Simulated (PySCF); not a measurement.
SMILES BCCC=O (C3H7BO), GFN2-xTB optimised geometry.

```
12

B      1.22    -1.23    -0.07
C      0.51     0.17     0.00
C     -1.02     0.17     0.00
C     -1.56     1.57     0.00
O     -2.38     2.01     0.76
H      0.60    -2.21    -0.17
H      2.38    -1.27    -0.03
H      0.86     0.70     0.89
H      0.87     0.78    -0.84
H     -1.41    -0.37     0.86
H     -1.38    -0.32    -0.91
H     -1.12     2.21    -0.79
```

Density from B3LYP/def2-TZVP in PySCF at that geometry.

Minimum of the electron density along straight lines between bonded atoms, close to the bond critical point (lines longer than 1.1 times the sum of covalent radii, or with two minima, are not listed):

| bond | length / Å | ρ at the minimum / e bohr⁻³ | ∇²ρ there / e bohr⁻⁵ | position (fraction from the first atom) |
|---|---|---|---|---|
| B1–C2 | 1.568 | 0.191 | -0.34 | 0.33 |
| C2–C3 | 1.535 | 0.240 | -0.57 | 0.49 |
| C3–C4 | 1.498 | 0.269 | -0.73 | 0.48 |
| C4–O5 | 1.199 | 0.432 | 0.00 | 0.34 |
| B1–H6 | 1.168 | 0.195 | -0.38 | 0.44 |
| B1–H7 | 1.168 | 0.196 | -0.38 | 0.44 |
| C2–H8 | 1.095 | 0.272 | -0.90 | 0.64 |
| C2–H9 | 1.096 | 0.270 | -0.89 | 0.64 |
| C3–H10 | 1.091 | 0.282 | -0.98 | 0.64 |
| C3–H11 | 1.093 | 0.276 | -0.94 | 0.64 |
| C4–H12 | 1.111 | 0.278 | -0.97 | 0.65 |
